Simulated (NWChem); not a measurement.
# Correlation energy of sulfur trioxide (O3S)

```
S
O 1 1.4693
O 1 1.4693 2 120.00
O 1 1.4693 2 120.00 3 180.00
```
Charge 0, spin multiplicity 1.

The numbers come from NWChem runs, not from measurements. All single points use one geometry, from PBE/def2-SVP, a minimum by its harmonic frequencies.

Basis set: cc-pVDZ. Each correlation energy counts from its own Hartree-Fock reference.

```json
[
 {"method": "RI-MP2", "correlation energy (mHa)": "-718.9", "difference from CCSD(T)": "+16.9"},
 {"method": "MP2", "correlation energy (mHa)": "-718.6", "difference from CCSD(T)": "+17.3"},
 {"method": "SCS-MP2", "correlation energy (mHa)": "-685.9", "difference from CCSD(T)": "+50.0"},
 {"method": "CR-CCSD[T]", "correlation energy (mHa)": "-730.4", "difference from CCSD(T)": "+5.4"},
 {"method": "CR-CCSD(T)", "correlation energy (mHa)": "-728.0", "difference from CCSD(T)": "+7.9"},
 {"method": "CCSD", "correlation energy (mHa)": "-707.3", "difference from CCSD(T)": "+28.6"},
 {"method": "CCSD+T(CCSD)", "correlation energy (mHa)": "-739.3", "difference from CCSD(T)": "-3.4"},
 {"method": "CCSD(T)", "correlation energy (mHa)": "-735.9", "difference from CCSD(T)": "0.0"}
]
```

The values span 53.4 mHa, from CCSD+T(CCSD) (lowest) to SCS-MP2 (highest). 

The correlated methods keep 8 core orbitals frozen. No row is a measurement; the coupled-cluster row has its own basis-set and correlation limits.
